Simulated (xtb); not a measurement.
Mg(OMe)(NH2) (CH₅MgNO), SMILES [O]([Mg][NH2])C. All values are semi-empirical tight-binding results from xtb (GFN2-xTB unless named), good for trends rather than for accurate numbers. Geometry optimised at GFN2-xTB. The values are those of a single conformer.

The geometry has at least one imaginary mode, so it is a saddle point at that level.

For metal compounds this method's bond lengths and energies can be far off.

The orbital gap comes out as 1.98 eV.
